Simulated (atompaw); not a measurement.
**praseodymium: one change to a PAW (atompaw) potential, before and after**

Pr (Z = 59), PAW, made with atompaw 4.2.0.5 (PBE, scalar-relativistic). Core [Kr] 4d10 4f2, reference 5s2 5p6 5d1 6s1 6p0 (charge +1). Waves: 5s (bound): rc 2.20 bohr; 6s (bound): rc 2.80 bohr; 5p (bound): rc 2.05 bohr; 6p (bound, empty): rc 2.80 bohr; 5d (bound): rc 2.80 bohr; 5d channel at 0.65 Ry: rc 2.80 bohr. Local part: ultrasoft scheme with l = 3 at 0.5 Ry, radius 2.80 bohr. Core correction: smooth core density matched at 2.00 bohr. Augmentation charge: besselshape compensation charge, radius 2.60 bohr; PAW radius 2.80 bohr; waves and projectors: custom polynom vanderbiltortho.

Change: all radii scaled by about 0.84 (s 1.84, p 1.72, d 2.34 bohr); local potential ultrasoft scheme with l = 3 at 0.5 Ry, radius 2.34 bohr; augmentation besselshape compensation charge, radius 2.18 bohr; PAW radius 2.34 bohr; waves and projectors: custom polynom vanderbiltortho; core correction smooth core density matched at 1.68 bohr.

Cutoffs: the cutoffs (Ry, on a coarse ladder) from which the occupation-weighted sum of valence levels, in a spherical-Bessel basis at the reference potential, stays within 10 and 1 mRy of its value at 400 Ry; they do not see the model core or the augmentation charge, which bear on the density cutoff.

Problem. What does the change do?

Solution. The potential gets harder (15 Ry and 25 Ry → 25 Ry and 45 Ry); neither file shows a bound ghost. A smaller radius makes the pseudo-wave follow the all-electron one further in, where it bends more sharply, so more plane waves are needed.

| quantity | base | changed |
| --- | --- | --- |
| cutoff, loose | 15 Ry | 25 Ry |
| cutoff, tight | 25 Ry | 45 Ry |
| loose cutoff by channel (10 mRy a level) | s 8 Ry, p 12 Ry, d 8 Ry | s 12 Ry, p 15 Ry, d 10 Ry |
| bound ghosts | none | none |
| lowest overlap eigenvalue by channel | s 0.58, p 0.63, d 0.91 | s 0.31, p 0.76, d 0.99 |

 The cutoffs see the waves, projectors and local potential, not the compensation charge or the core.
